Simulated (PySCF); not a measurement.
A structure optimised at PBE-D3(BJ)/def2-SVP, used in a PySCF frequency run:

```xyz
16

C      2.3064    -0.2251     0.8669
Si     1.3496     0.4856    -0.5975
O      1.3895    -0.4985    -1.9772
Si    -0.9152     0.7225     0.0468
O     -1.1321     1.4803     1.5543
Si    -1.7239    -1.4743     0.2778
H      3.3810    -0.3564     0.6267
H      2.2209     0.4627     1.7344
H      1.8943    -1.2068     1.1790
H      1.9867     1.7783    -1.0304
H      0.8106    -1.2800    -1.9300
H     -1.7193     1.3963    -1.0463
H     -0.8146     2.4006     1.5783
H     -1.0199    -2.1808     1.4068
H     -3.2108    -1.5799     0.4820
H     -1.3741    -2.2104    -0.9973
```

**Question.** Write its SMILES and formula.

**Answer.** C[Si@@H](O)[Si@H](O)[SiH3], CH10O2Si3

**Question.** What are its rotational constants (standard atomic weights)?

**Answer.** 1.9941, 1.1764, 0.96761 GHz
